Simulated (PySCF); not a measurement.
Isomers of C6H9O2P, from PBE0-D3(BJ)/def2-SVP geometry optimisation, gas phase (PySCF 2.14.0). One conformer each, no zero-point energy, no frequencies.

**Question.** Which isomer lies lowest at this level?
A. `[CH:1]#[C:2][P:3]1(=[O:4])[CH2:5][CH2:6][O:7][CH2:8][CH2:9]1` with C2–P3–C5–C6 -64°, P3–C5–C6–O7 -56°, C5–C6–O7–C8 69°, C6–O7–C8–C9 -69°: A = 1916, B = 1236, C = 1100 MHz, dipole 3.85 D
B. `[CH:1]#[C:2][CH2:3][P@:4](=[O:5])([OH:6])[CH2:7][CH:8]=[CH2:9]` with C2–C3–P4–O5 -70°, C3–P4–O6–H 145°, C3–P4–C7–C8 -179°, P4–C7–C8–C9 -110°: A = 2178, B = 912.3, C = 784.2 MHz, dipole 2.50 D
C. `[CH3:1][P:2]([CH2:3][OH:4])[c:5]1[cH:6][cH:7][cH:8][o:9]1` with C1–P2–C3–O4 42°, P2–C3–O4–H 55°, C1–P2–C5–C6 125°: A = 2430, B = 1038, C = 895.2 MHz, dipole 2.01 D

**Answer.** C. That is `CP(CO)c1ccco1`, 15.8 kcal/mol below the next.

```json
{"SMILES": "CP(CO)c1ccco1", "mapped SMILES": "[CH3:1][P:2]([CH2:3][OH:4])[c:5]1[cH:6][cH:7][cH:8][o:9]1", "E (Eh)": "-724.88830", "relative (kcal/mol)": "0.0", "relative (kJ/mol)": "0.0", "dipole (D)": "2.01"}
{"SMILES": "C#CC[P@](=O)(O)CC=C", "mapped SMILES": "[CH:1]#[C:2][CH2:3][P@:4](=[O:5])([OH:6])[CH2:7][CH:8]=[CH2:9]", "E (Eh)": "-724.86308", "relative (kcal/mol)": "15.8", "relative (kJ/mol)": "66.2", "dipole (D)": "2.50"}
{"SMILES": "C#CP1(=O)CCOCC1", "mapped SMILES": "[CH:1]#[C:2][P:3]1(=[O:4])[CH2:5][CH2:6][O:7][CH2:8][CH2:9]1", "E (Eh)": "-724.85370", "relative (kcal/mol)": "21.7", "relative (kJ/mol)": "90.9", "dipole (D)": "3.85"}
```

As drawn, the lowest has an aromatic ring and an O–H bond, which the highest lacks; the highest has a C≡C bond and a P=O bond, which the lowest lacks.
